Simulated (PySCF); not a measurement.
Structure problem from calculated spectra and properties.

Formula: C3H5ClN2Si.

* Rotational structure: rotational constants A, B, C: 5.041, 1.057, 0.936 GHz [GFN2-xTB]
* UV, first state: lowest singlet excitation: 5.70 eV (217 nm, f = 0.020) [TDDFT PBE0/def2-SVPD]
* 1H NMR: chemical shifts (computed TMS as zero) by class: 7.56 (1 H), 7.31 (1 H), 7.11 (1 H), 5.74 (2 H) ppm [GIAO PBE0/pcSseg-1]
* 13C NMR: chemical shifts (computed TMS as zero) by class: 142.0 (1 C), 139.3 (1 C), 123.6 (1 C) ppm [GIAO PBE0/pcSseg-1]
* Triplet: lowest triplet excitation (Tamm–Dancoff): 4.32 eV [TDA PBE0/def2-SVPD]
* UV, strongest line: among the 6 lowest singlet transitions: S4 at 6.38 eV (194 nm, f = 0.090) [TDDFT PBE0/def2-SVPD]
* NMR, other nuclei: isotropic shieldings of nuclei other than C and H, by class: -42 (1 N), 77 (1 N), 372 (1 Si), 956 (1 Cl) ppm [GIAO PBE0/pcSseg-1]

Gas-phase values; electronic properties from PySCF, density fitting. Levels stand in brackets. Geometry: GFN2-xTB, one conformer, isolated molecule. NMR classes are plain means over equivalent atoms (diastereotopic ones count apart unless rotation or inversion swaps them), as if these changed places fast.

Problem. Propose a structure and show how it fits.

Solution. Numbering: `[Cl:1][SiH2:2][n:3]1[cH:4][cH:5][n:6][cH:7]1`. Its formula, C3H5ClN2Si, gives 3 degrees of unsaturation: 1 ring and 2 π bonds in the structure found (Kekulé form). 3 carbons fall into 3 classes; from least to most shielded: aromatic CH next to a ring nitrogen [C7] (142.0 ppm), aromatic CH next to a ring nitrogen [C5] (139.3 ppm), aromatic CH next to a ring nitrogen [C4] (123.6 ppm). Hydrogen classes from least to most shielded: 1 H on an aromatic CH next to a ring nitrogen, C5 (7.56 ppm), 1 H on an aromatic CH next to a ring nitrogen, C7 (7.31 ppm), 1 H on an aromatic CH next to a ring nitrogen, C4 (7.11 ppm), 2 H on a chlorine-bound silicon, Si2 (5.74 ppm). The other shieldings belong to: -42 ppm, pyridine-type nitrogen [N6]; 77 ppm, pyrrole-type nitrogen [N3]; 372 ppm, chlorine-bound silicon [Si2]; 956 ppm, silicon-bound chlorine [Cl1]. S1 is mainly HOMO→LUMO (weight 0.94); the largest Löwdin shares of the orbital it empties are 0.30 on an aromatic CH next to a ring nitrogen, 0.24 on an aromatic CH next to a ring nitrogen, 0.20 on an aromatic CH next to a ring nitrogen and 0.09 on the pyrrole-type nitrogen, of the orbital it fills 0.29 on the chlorine-bound silicon, 0.23 on the silicon-bound chlorine and 0.09 on each of 2 atoms of one kind (Si–H hydrogen). The optimised geometry has point group C1 and is an asymmetric top. Structure: `Cl[SiH2]n1ccnc1`. The assignments are read from this structure; whether some other isomer fits the data as well wasn't checked.

Conformer computed: `[Cl:1][SiH2:2][n:3]1[cH:4][cH:5][n:6][cH:7]1`: Cl1–Si2–N3–C4 48°.
